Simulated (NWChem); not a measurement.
All runs are NWChem calculations. System: H₂Sb, charge 0, spin multiplicity 2, at a geometry optimised with UB3LYP/def2-SVP with def2 effective core potentials on Sb. The structure started from a generated list of species. Its SCF solution wasn't tested for a lower state. Level: UHF/def2-TZVP with def2 effective core potentials on Sb.

Job file:

```
start mol
memory heap 200 mb stack 900 mb global 1100 mb
geometry units angstroms nocenter noautoz
  Sb     0.000000     0.000000    -0.046052
  H     -1.223392     0.000000     1.174332
  H      1.223392     0.000000     1.174332
  symmetry group C2v
end
basis spherical
  * library def2-tzvp
end
ecp
  Sb library def2-ecp
end
scf
  uhf
  nopen 1
  maxiter 100
  thresh 1e-7
  semidirect memsize 60000000 filesize 0
  # guess.movecs holds the orbitals of an unrestricted PBE0 run
  vectors input guess.movecs output mol.movecs
end
task scf energy
```

Part of the output:

```
             Northwest Computational Chemistry Package (NWChem) 7.3.0
             --------------------------------------------------------

                                NWChem Input Module
                                -------------------

 Scaling coordinates for geometry "geometry" by  1.889725989
 (inverse scale =  0.529177249)

 Turning off AUTOSYM since
 SYMMETRY directive was detected!

                             Geometry "geometry" -> ""
                             -------------------------

 Output coordinates in angstroms (scale by  1.889725989 to convert to a.u.)

  No.       Tag          Charge          X              Y              Z
 ---- ---------------- ---------- -------------- -------------- --------------
    1 Sb                  51.0000     0.00000000     0.00000000    -0.04605200
    2 H                    1.0000    -1.22339200     0.00000000     1.17433200
    3 H                    1.0000     1.22339200     0.00000000     1.17433200

 Effective nuclear repulsion energy (a.u.)      31.4522167326

            Nuclear Dipole moment (a.u.)
            ----------------------------
        X                 Y               Z
 ---------------- ---------------- ----------------
     0.0000000000     0.0000000000     0.0000226767

      Symmetry information
      --------------------

 Group name             C2v
 Group number             16
 Group order               4
 No. of unique centers     2

      Symmetry unique atoms

     1    2


 Summary of "ao basis" -> "" (spherical)
 ------------------------------------------------------------------------------
       Tag                 Description            Shells   Functions and Types
 ---------------- ------------------------------  ------  ---------------------
 *                         def2-tzvp                  on all atoms

 Summary of "ao basis" -> "ao basis" (spherical)
 ------------------------------------------------------------------------------
       Tag                 Description            Shells   Functions and Types
 ---------------- ------------------------------  ------  ---------------------
[...]
  ----- ------------  ---------------      ----- ------------  ---------------
    19      1.290472  1 Sb px                53      0.903494  2 H  s
    59     -0.903494  3 H  s                 13      0.182763  1 Sb px
    10     -0.174002  1 Sb px

 Vector   15  Occ=0.000000D+00  E= 1.334400D-01  Symmetry=a1
              MO Center= -2.4D-14,  7.3D-17, -5.0D-01, r^2= 6.9D+00
   Bfn.  Coefficient  Atom+Function         Bfn.  Coefficient  Atom+Function
  ----- ------------  ---------------      ----- ------------  ---------------
    21      1.534266  1 Sb pz                 6      1.487089  1 Sb s
    53     -1.361567  2 H  s                 59     -1.361567  3 H  s
     3     -0.238638  1 Sb s                  5      0.220577  1 Sb s
     2      0.213540  1 Sb s                  4     -0.153030  1 Sb s

 center of mass
 --------------
 x =   0.00000000 y =   0.00000000 z =  -0.04920842

 moments of inertia (a.u.)
 ------------------
          10.544479511059           0.000000000000           0.000000000000
           0.000000000000          21.317663250070           0.000000000000
           0.000000000000           0.000000000000          10.773183739011

  Mulliken analysis of the total density
  --------------------------------------

    Atom       Charge   Shell Charges
 -----------   ------   -------------------------------------------------------
    1 Sb  23    22.92   0.16 -0.66  1.56  0.94  1.03  0.80 -0.46  6.43  0.87  1.62  0.50  9.04  0.96  0.12  0.02  0.00
    2 H    1     1.04   0.21  0.56  0.25  0.01
    3 H    1     1.04   0.21  0.56  0.25  0.01

  Mulliken analysis of the alpha density
  --------------------------------------

    Atom       Charge   Shell Charges
 -----------   ------   -------------------------------------------------------
    1 Sb  23    12.02   0.08 -0.33  0.78  0.47  0.52  0.42 -0.24  3.22  0.56  1.12  0.36  4.51  0.49  0.07  0.01  0.00
    2 H    1     0.49   0.10  0.26  0.12  0.01
    3 H    1     0.49   0.10  0.26  0.12  0.01

   Mulliken analysis of the beta density
   -------------------------------------

    Atom       Charge   Shell Charges
 -----------   ------   -------------------------------------------------------
    1 Sb  23    10.90   0.08 -0.33  0.78  0.47  0.51  0.39 -0.23  3.21  0.31  0.51  0.14  4.53  0.47  0.05  0.01  0.00
    2 H    1     0.55   0.11  0.30  0.14  0.00
    3 H    1     0.55   0.11  0.30  0.14  0.00

   Mulliken analysis of the spin density
   -------------------------------------

    Atom       Charge   Shell Charges
 -----------   ------   -------------------------------------------------------
    1 Sb  23     1.12   0.00 -0.00  0.00 -0.00  0.01  0.03 -0.01  0.01  0.25  0.61  0.22 -0.02  0.02  0.02 -0.00 -0.00
    2 H    1    -0.06  -0.01 -0.04 -0.02  0.00
    3 H    1    -0.06  -0.01 -0.04 -0.02  0.00

       Multipole analysis of the density wrt the origin
       ------------------------------------------------

     L   x y z        total         alpha         beta         nuclear
     -   - - -        -----         -----         ----         -------
     0   0 0 0     -0.000000    -13.000000    -12.000000     25.000000

     1   1 0 0      0.000000      0.000000      0.000000      0.000000
     1   0 1 0      0.000000      0.000000      0.000000      0.000000
     1   0 0 1     -0.121602     -1.247672     -1.310671      2.436741

     2   2 0 0    -20.500166    -16.348688    -14.841017     10.689538
     2   1 1 0     -0.000000     -0.000000     -0.000000      0.000000
     2   1 0 1     -0.000000     -0.000000      0.000000      0.000000
     2   0 2 0    -20.851563    -13.644106     -7.207457      0.000000
     2   0 1 1     -0.000000     -0.000000     -0.000000      0.000000
     2   0 0 2    -21.872430    -16.580318    -15.315695     10.023583

 Task  times  cpu:        0.8s     wall:        0.8s

 Total times  cpu:        0.8s     wall:        0.8s
```
